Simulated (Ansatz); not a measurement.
Ansatz (a quantum-chemistry and plane-wave program) input (SVWN5/6-31G* with LANL2DZ past Ar): The .json file joins the Basis Set Exchange's 6-31G* for atoms up to Ar and LANL2DZ past it.

Ansatz 0.2 input:
```yaml
crystal:
  periodic: [false, false, false]
  atoms:
    - {symbol: Se, position_ang: [-0.21872388, -0.12695634, 0.22222286]}
    - {symbol: H, position_ang: [-0.59605512, -1.20668829, -0.73806274]}
    - {symbol: F, position_ang: [0.79757714, 0.72198944, -0.84885284]}
    - {symbol: H, position_ang: [0.85447295, -0.97470113, 0.82216094]}
basis:
  gaussian:
    orbitals: 6-31Gs+LANL2DZ.json
hamiltonian:
  xc: {name: SVWN5}
total_charge: 1
output: {forces: true}
```

Question: What final total energy does it give?

Answer: -109.17100 Eh.
